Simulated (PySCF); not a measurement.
# Ag²⁰⁺: fine-structure interval

Ag²⁰⁺ [Ar] 3d9 [3d3/2^4 3d5/2^5, M_J = 5/2] → Ag²⁰⁺ [Ar] 3d9 [3d3/2^3 3d5/2^6, M_J = 3/2], as a difference of total energies. Computed with PySCF 2.14 in an even-tempered Gaussian basis (17 s from 2.3 bohr⁻², ratio 2.8; 13 p from 2.9 bohr⁻², ratio 2.8; 8 d from 2.9 bohr⁻², ratio 2.8; 4 f from 14 bohr⁻², ratio 3), with the two-component X2C-1e Hamiltonian. Correlated levels: [Ne] frozen; the 82 highest virtual spinors dropped. "Screened" scales the spin-orbit matrix elements by Boettger's factors to mimic the two-electron term; Breit and QED terms are absent.

```tsv
method	fine-structure interval (cm⁻¹)
GHF (screened spin-orbit)	53251
GMP2 (screened spin-orbit)	53162
GHF (bare spin-orbit)	67713
```
